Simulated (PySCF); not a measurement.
C6H8N2.
Bonds: C1–N2, N2–C3, C3–C4 (aromatic), C4–C5 (aromatic), C5–C6 (aromatic), C6–N7 (aromatic), N7–C8 (aromatic), C3–C8 (aromatic). Hydrogens: H9, H10, H11 on C1; H12 on N2; H13 on C4; H14 on C5; H15 on C6; H16 on C8.

The same species was optimised twice, with GFN2-xTB and with PBE0-D3(BJ)/def2-SVP (PySCF), and the same property calculations (PySCF, gas phase) were run on both structures.

```json
{"coordinate": "C3–C8 (Å)", "GFN2-xTB": "1.404", "PBE0-D3(BJ)/def2-SVP": "1.414", "change": "+0.010"}
{"coordinate": "C6–N7 (Å)", "GFN2-xTB": "1.325", "PBE0-D3(BJ)/def2-SVP": "1.334", "change": "+0.009"}
{"coordinate": "C1–N2 (Å)", "GFN2-xTB": "1.442", "PBE0-D3(BJ)/def2-SVP": "1.433", "change": "-0.009"}
{"coordinate": "C4–C5 (Å)", "GFN2-xTB": "1.384", "PBE0-D3(BJ)/def2-SVP": "1.392", "change": "+0.008"}
{"coordinate": "C3–C4 (Å)", "GFN2-xTB": "1.398", "PBE0-D3(BJ)/def2-SVP": "1.404", "change": "+0.006"}
{"coordinate": "C5–C6 (Å)", "GFN2-xTB": "1.386", "PBE0-D3(BJ)/def2-SVP": "1.392", "change": "+0.006"}
{"coordinate": "N7–C8 (Å)", "GFN2-xTB": "1.314", "PBE0-D3(BJ)/def2-SVP": "1.320", "change": "+0.006"}
{"coordinate": "N2–C3 (Å)", "GFN2-xTB": "1.372", "PBE0-D3(BJ)/def2-SVP": "1.370", "change": "-0.002"}
{"coordinate": "N2–C3–C8 (°)", "GFN2-xTB": "119.8", "PBE0-D3(BJ)/def2-SVP": "120.3", "change": "+0.5"}
{"coordinate": "N2–C3–C4 (°)", "GFN2-xTB": "123.6", "PBE0-D3(BJ)/def2-SVP": "123.1", "change": "-0.5"}
{"coordinate": "C4–C5–C6 (°)", "GFN2-xTB": "119.1", "PBE0-D3(BJ)/def2-SVP": "119.6", "change": "+0.5"}
{"coordinate": "C5–C6–N7 (°)", "GFN2-xTB": "122.6", "PBE0-D3(BJ)/def2-SVP": "122.1", "change": "-0.5"}
{"coordinate": "C1–N2–C3 (°)", "GFN2-xTB": "122.6", "PBE0-D3(BJ)/def2-SVP": "122.9", "change": "+0.3"}
{"coordinate": "C3–C4–C5 (°)", "GFN2-xTB": "119.0", "PBE0-D3(BJ)/def2-SVP": "118.8", "change": "-0.2"}
{"coordinate": "C6–N7–C8 (°)", "GFN2-xTB": "118.5", "PBE0-D3(BJ)/def2-SVP": "118.7", "change": "+0.2"}
{"coordinate": "C3–C8–N7 (°)", "GFN2-xTB": "124.2", "PBE0-D3(BJ)/def2-SVP": "124.2", "change": "0.0"}
{"coordinate": "C1–N2–C3–C4 (°)", "GFN2-xTB": "16", "PBE0-D3(BJ)/def2-SVP": "9", "change": "-7"}
```

Rotational constants: A = 5228, B = 1546, C = 1205 MHz (GFN2-xTB) against A = 5184, B = 1539, C = 1197 MHz (PBE0-D3(BJ)/def2-SVP).

On the GFN2-xTB structure: HOMO (eV) -5.97 [PBE0/pcSseg-1]; LUMO (eV) -0.42 [PBE0/pcSseg-1]; dipole (D) 3.67 [PBE0/pcSseg-1]; GIAO shielding of C1 (ppm) 155.8 [PBE0/pcSseg-1]; GIAO shielding of N2 (ppm) 197.2 [PBE0/pcSseg-1]; GIAO shielding of C3 (ppm) 38.3 [PBE0/pcSseg-1]; GIAO shielding of C4 (ppm) 69.4 [PBE0/pcSseg-1]; GIAO shielding of C5 (ppm) 58.2 [PBE0/pcSseg-1]; GIAO shielding of C6 (ppm) 43.4 [PBE0/pcSseg-1]; GIAO shielding of N7 (ppm) -94.4 [PBE0/pcSseg-1]; GIAO shielding of C8 (ppm) 45.4 [PBE0/pcSseg-1].

**Question.** What do these properties become on the PBE0-D3(BJ)/def2-SVP structure?

**Answer.** 
| property | level | on GFN2-xTB | on PBE0-D3(BJ)/def2-SVP | change |
| --- | --- | --- | --- | --- |
| HOMO (eV) | PBE0/pcSseg-1 | -5.97 | -5.95 | +0.02 |
| LUMO (eV) | PBE0/pcSseg-1 | -0.42 | -0.45 | -0.03 |
| dipole (D) | PBE0/pcSseg-1 | 3.67 | 3.73 | +0.06 |
| energy, GFN2-xTB geometry as zero (kcal/mol) | PBE0/pcSseg-1 | 0.0 | -0.3 | -0.3 |
| GIAO shielding of C1 (ppm) | PBE0/pcSseg-1 | 155.8 | 154.9 | -0.9 |
| GIAO shielding of N2 (ppm) | PBE0/pcSseg-1 | 197.2 | 197.8 | +0.6 |
| GIAO shielding of C3 (ppm) | PBE0/pcSseg-1 | 38.3 | 37.2 | -1.1 |
| GIAO shielding of C4 (ppm) | PBE0/pcSseg-1 | 69.4 | 68.1 | -1.3 |
| GIAO shielding of C5 (ppm) | PBE0/pcSseg-1 | 58.2 | 55.7 | -2.5 |
| GIAO shielding of C6 (ppm) | PBE0/pcSseg-1 | 43.4 | 41.7 | -1.7 |
| GIAO shielding of N7 (ppm) | PBE0/pcSseg-1 | -94.4 | -98.9 | -4.5 |
| GIAO shielding of C8 (ppm) | PBE0/pcSseg-1 | 45.4 | 44.1 | -1.3 |

The heavy atoms differ by 0.027 Å rms after alignment. Among bonds between heavy atoms C1–N2, C3–C8 and C6–N7 change most and about equally (-0.009 to +0.010 Å). Changes are differences of the printed values. Neither structure is proved a minimum here.

The values belong to the conformer `[CH3:1][NH:2][c:3]1[cH:4][cH:5][cH:6][n:7][cH:8]1`: C1–N2–C3–C4 9°.
